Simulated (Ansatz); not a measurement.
`N=CC(=N)O[SiH3]` from Hartree–Fock to CCSD(T)

| atom | x (Å) | y (Å) | z (Å) |
| --- | --- | --- | --- |
| N1 | -2.219 | -1.761 | 0.467 |
| C2 | -1.710 | -0.611 | 0.402 |
| C3 | -0.287 | -0.281 | 0.068 |
| N4 | 0.667 | -1.072 | -0.174 |
| O5 | -0.082 | 1.039 | 0.045 |
| Si6 | 1.476 | 1.592 | -0.316 |
| H7 | -1.531 | -2.490 | 0.257 |
| H8 | -2.339 | 0.258 | 0.600 |
| H9 | 0.398 | -2.050 | -0.126 |
| H10 | 1.308 | 3.061 | -0.248 |
| H11 | 1.875 | 1.180 | -1.680 |
| H12 | 2.444 | 1.134 | 0.704 |

The species carries charge 0 and has multiplicity 1. All single points use the PBE0-D4/def2-TZVP geometry. It is one conformer, not always the lowest. Frozen core, restricted reference, Ansatz. CBS rows extrapolate triple and quadruple zeta; past MP2 they add the triple-zeta difference.

| basis | HF (Eh) | MP2 corr. | CCSD corr. | (T) | CCSD(T) total |
| --- | --- | --- | --- | --- | --- |
| def2-TZVPP | -552.05073 | ? | -1.10746 | -0.04983 | ? |
| def2-QZVPP | -552.07193 | -1.14859 | – | – | – |
| CBS(def2) | ? | ? | ? | as TZ | ? |

Task: Fill in the withheld values. (Best estimate.)

Result: Computed: def2-TZVPP MP2 corr.: -1.07209; def2-TZVPP CCSD(T) total: -553.20802; CBS(def2) HF (Eh): -552.07485; CBS(def2) MP2 corr.: -1.20525; CBS(def2) CCSD corr.: -1.24062; CBS(def2) CCSD(T) total: -553.36530.
